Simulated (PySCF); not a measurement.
An unknown is described by computed data only.

Formula: C7H6ClOP.

| Quantity | Value |
| --- | --- |
| 1H NMR | chemical shifts (computed TMS as zero) by class: 10.19 (1 H), 8.76 (1 H), 8.13 (1 H), 2.74 (3 H) ppm [GIAO PBE0/pcSseg-1] |
| Dipole | 2.94 D [PBE0/pcSseg-1] |
| NMR, other nuclei | isotropic shieldings of nuclei other than C and H, by class: -322 (1 O), 71 (1 P), 648 (1 Cl) ppm [GIAO PBE0/pcSseg-1] |
| 13C NMR | chemical shifts (computed TMS as zero) by class: 195.4 (1 C), 183.4 (1 C), 176.6 (1 C), 149.1 (1 C), 145.2 (1 C), 138.4 (1 C), 26.0 (1 C) ppm [GIAO PBE0/pcSseg-1] |
| Rotational structure | rotational constants A, B, C: 1.447, 0.719, 0.482 GHz [GFN2-xTB] |

Electronic properties: PySCF, gas phase, density fitting. Levels stand in brackets. Geometry: GFN2-xTB, one conformer, isolated molecule. GFN2-xTB frequencies show an imaginary mode (26i cm⁻¹), so this geometry is no minimum at that level. NMR classes are plain means over equivalent atoms (diastereotopic ones count apart unless rotation or inversion swaps them), as if these changed places fast.

**Question.** Propose a structure and show how it fits.

**Answer.** Numbering: `[CH3:1][c:2]1[cH:3][c:4]([Cl:5])[p:6][c:7]([CH:8]=[O:9])[cH:10]1`. 7 carbons fall into 7 classes; from least to most shielded: aldehyde carbon [C8] (195.4 ppm), aromatic C–Cl carbon [C4] (183.4 ppm), substituted aromatic carbon [C7] (176.6 ppm), substituted aromatic carbon [C2] (149.1 ppm), aromatic CH carbon [C3] (145.2 ppm), aromatic CH carbon [C10] (138.4 ppm), benzylic-type carbon [C1] (26.0 ppm). Hydrogen classes from least to most shielded: 1 H on an aldehyde carbon, C8 (10.19 ppm), 1 H on an aromatic CH carbon, C10 (8.76 ppm), 1 H on an aromatic CH carbon, C3 (8.13 ppm), 3 H on a benzylic-type carbon, C1 (2.74 ppm). The other shieldings belong to: -322 ppm, aldehyde oxygen [O9]; 71 ppm, phosphorus bonded to 2 C [P6]; 648 ppm, aryl chlorine [Cl5]. By its constants the optimised geometry is an asymmetric top. Structure: `Clc1pc(cc(C)c1)C=O`. Computed isomers that give other values at the same levels: `CC(=O)c1ccpc(Cl)c1` (13C chemical shifts (computed TMS as zero) by class: 200.4 (1 C), 183.6 (1 C), 167.3 (1 C), 141.0 (1 C), 139.8 (1 C), 136.2 (1 C), 28.6 (1 C) ppm); `Cc1cpc(Cl)cc1C=O` (13C chemical shifts (computed TMS as zero) by class: 194.2 (1 C), 182.1 (1 C), 168.9 (1 C), 147.2 (1 C), 139.6 (1 C), 137.4 (1 C), 24.5 (1 C) ppm); `CC(=O)c1pcccc1Cl` (13C chemical shifts (computed TMS as zero) by class: 201.9 (1 C), 170.4 (1 C), 169.9 (1 C), 150.1 (1 C), 142.1 (1 C), 138.9 (1 C), 35.3 (1 C) ppm). The assignments are read from this structure; whether some other isomer fits the data as well wasn't checked.

Conformer computed: `[CH3:1][c:2]1[cH:3][c:4]([Cl:5])[p:6][c:7]([CH:8]=[O:9])[cH:10]1`: P6–C7–C8–O9 -179°.
